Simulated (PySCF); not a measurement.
# Radial density of S²⁺ (sulfur, charge +2)

UHF, [Ne] 3s1 3p2 4s1, high-spin 5P determinant (an excited configuration). Calculation: PySCF 2.14, in aug-cc-pwCVQZ (10s9p7d5f3g, 134 functions); the non-relativistic Hamiltonian (point nucleus).

| r (bohr) | 4πr²ρ (e/bohr) | 4πr²(ρα − ρβ) |
| --- | --- | --- |
| 0.00150 | 0.07203 | 0.0004 |
| 0.00253 | 0.1973 | 0.0010 |
| 0.00425 | 0.5282 | 0.0027 |
| 0.00715 | 1.363 | 0.0070 |
| 0.0120 | 3.299 | 0.0168 |
| 0.0202 | 7.188 | 0.0362 |
| 0.0340 | 13.14 | 0.0645 |
| 0.0572 | 18.02 | 0.0851 |
| 0.0962 | 16.23 | 0.0961 |
| 0.162 | 11.97 | 0.2481 |
| 0.272 | 16.24 | 0.5606 |
| 0.458 | 14.80 | 0.1745 |
| 0.770 | 4.240 | 0.4036 |
| 1.30 | 2.427 | 2.2847 |
| 2.18 | 1.063 | 1.0623 |
| 3.67 | 0.4045 | 0.4045 |
| 6.17 | 0.05497 | 0.0550 |
| 10.4 | 0.0003033 | 0.0003 |

The outer electron is Rydberg-like, and this basis confines it to a smaller radius and binds it less than a complete one would.
